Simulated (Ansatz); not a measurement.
Ge nanocrystals, cubic, H-capped: PBE-D4/def2-SVP single points in Ansatz on relaxed structures, gas phase. Binding counts from free atoms in the multiplicity of their measured ground term, without zero-point energy. The structures are stationary points that may keep the symmetry of their start.

```tsv
species	atoms	state	geometry	HOMO (eV)	LUMO (eV)	gap (eV)	binding per atom (eV)	point group (within 0.1 Å)
Ge9H16	25	singlet	r2SCAN-D4/def2-SVP	-6.51	-1.27	5.24	2.78	C2v
Ge14H20	34	singlet	PBE-D4/def2-SVP	-6.09	-1.50	4.59	2.89	D3d
Ge14H24, disc	38	singlet	r2SCAN-D4/def2-SVP	-6.17	-1.55	4.61	2.80	Cs
Ge17H24	41	singlet	r2SCAN-D4/def2-SVP	-5.94	-1.72	4.23	2.90	–
Ge19H28, rod	47	singlet	PBE-D4/def2-SVP	-6.11	-1.74	4.37	2.88	D2d
Ge20H28	48	singlet	PBE-D4/def2-SVP	-5.92	-1.92	4.00	2.91	C2
Ge20H30	50	singlet	PBE-D4/def2-SVP	-6.04	-2.13	3.91	2.87	D3d
Ge22H28	50	singlet	r2SCAN-D4/def2-SVP	-5.87	-1.79	4.08	2.95	C3v
Ge23H32	55	singlet	PBE-D4/def2-SVP	-5.90	-1.92	3.98	2.92	–
Ge24H32	56	singlet	r2SCAN-D4/def2-SVP	-5.86	-1.86	4.00	2.93	Cs
```

(1) Estimate the rows for Ge6H12, rod (singlet, PBE0-D4/def2-SVP geometry); Ge10H16 (singlet, PBE-D4/def2-SVP geometry); Ge13H20 (singlet, PBE-D4/def2-SVP geometry); Ge19H28 (singlet, PBE-D4/def2-SVP geometry).

(1) 
| species | atoms | state | geometry | HOMO (eV) | LUMO (eV) | gap (eV) | binding per atom (eV) | point group (within 0.1 Å) |
| --- | --- | --- | --- | --- | --- | --- | --- | --- |
| Ge6H12, rod | 18 | singlet | PBE0-D4/def2-SVP | -6.61 | -1.06 | 5.56 | 2.73 | D3d |
| Ge10H16 | 26 | singlet | PBE-D4/def2-SVP | -6.53 | -1.41 | 5.12 | 2.83 | Td |
| Ge13H20 | 33 | singlet | PBE-D4/def2-SVP | -6.18 | -1.53 | 4.65 | 2.86 | Cs |
| Ge19H28 | 47 | singlet | PBE-D4/def2-SVP | -5.97 | -1.87 | 4.09 | 2.88 | C3v |

The gap (eV) runs from 3.91 (Ge20H30) to 5.56 (Ge6H12, rod). The binding per atom (eV) runs from 2.73 (Ge6H12, rod) to 2.95 (Ge22H28).
